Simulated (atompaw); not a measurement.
**Before and after: PAW (atompaw) potential for hafnium**

atompaw 4.2.0.5 input, output lines left out:

```
Hf 72
LDA-PW scalarrelativistic loggrid 2001 logderivrange -2 5 176
6 6 5 4 0 0
6 0 1.5
6 1 0
5 2 2.5
0 0 0
c
c
c
c
c
v
c
c
c
c
v
c
c
v
c
2
3.00 2.55 2.20 2.65
y
0.45
n
y
2.3
n
y
2.4
n
custom polynom gramschmidtortho sinc
3 0.5 troulliermartins
3.00
2.30
3.00
3.00
2.35
2.35
```

All-electron outer shells of the reference configuration (LDA (PW92), scalar-relativistic, ld1.x):

```
shell  level (eV)  outermost node (bohr)  outermost maximum (bohr)
   5p      -35.01                   0.60                      1.16
   4f      -16.28                      –                      0.45
   6s       -5.06                   1.37                      2.89
   5d       -2.47                   0.67                      1.73
   6p       -1.40                   1.67                      4.15
```

Change: wave 6p channel at 2.3 Ry: rc 3.00 bohr becomes 6p channel at -0.08 Ry: rc 3.00 bohr.

Cutoffs: the cutoffs (Ry, on a coarse ladder) from which the occupation-weighted sum of valence levels, in a spherical-Bessel basis at the reference potential, stays within 10 and 1 mRy of its value at 400 Ry; they do not see the model core or the augmentation charge, which bear on the density cutoff.

What does the change do?

The potential gets neither clearly harder nor softer (21 Ry and 30 Ry → 21 Ry and 30 Ry); both files keep a bound ghost (d, p, s); the range in which the p phases agree narrows (upper end 4.3 → 3.3).

```csv
quantity,base,changed
"cutoff, loose",21 Ry,21 Ry
"cutoff, tight",30 Ry,30 Ry
bound ghosts,"p, d, s","d, p, s"
s: phases at 3.00 bohr within 0.05 rad from the reference energy up to (Ry; the scan ends near 5),2.5,2.5
p: phases at 3.00 bohr within 0.05 rad from the reference energy up to (Ry; the scan ends near 5),4.3,3.3
d: phases at 3.00 bohr within 0.05 rad from the reference energy up to (Ry; the scan ends near 5),to the end of the scan,to the end of the scan
lowest overlap eigenvalue by channel,"s 0.02, p 0.28, d 0.67","s 0.02, p 0.61, d 0.67"
```

 A true bound ghost makes a file unfit for plane-wave use even where its test errors are small: the radial tests pick states by their node count and pass the ghost by. The cutoffs see the waves, projectors and local potential, not the compensation charge or the core.
